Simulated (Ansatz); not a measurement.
Mulliken charges of CH$_{5}$BrOSn (`[CH3][SnH]([OH])[Br]`) from PBE/def2-TZVPP in Ansatz (PBE0-D4/def2-TZVP geometry).

```csv
atom,x (Å),y (Å),z (Å),charge (e)
C1,0.366,1.205,-0.779,-0.562
Sn2,-0.081,-0.712,-0.005,0.944
O3,0.346,-0.596,1.902,-0.503
Br4,-2.531,-1.124,-0.164,-0.363
H5,0.106,1.250,-1.835,0.136
H6,-0.217,1.939,-0.225,0.145
H7,1.429,1.408,-0.650,0.138
H8,0.667,-2.089,-0.683,-0.117
H9,0.005,-1.328,2.422,0.182
```

By hand: the dipole of these point charges (1 e Å = 4.8032 D).

Σ q r = (0.566, 0.007, -0.315) e Å, of length 0.648 e Å = 3.11 D.

How does the dipole of the full density compare? (An estimate is asked.)

The calculation gave: (0.360, 0.052, -0.200) e Å, 1.99 D; the point charges give 1.56 times that, at 7° from its direction.

Point charges leave out the atoms' own dipoles, such as those of lone pairs, and Mulliken's split depends on the basis, so the two needn't agree.
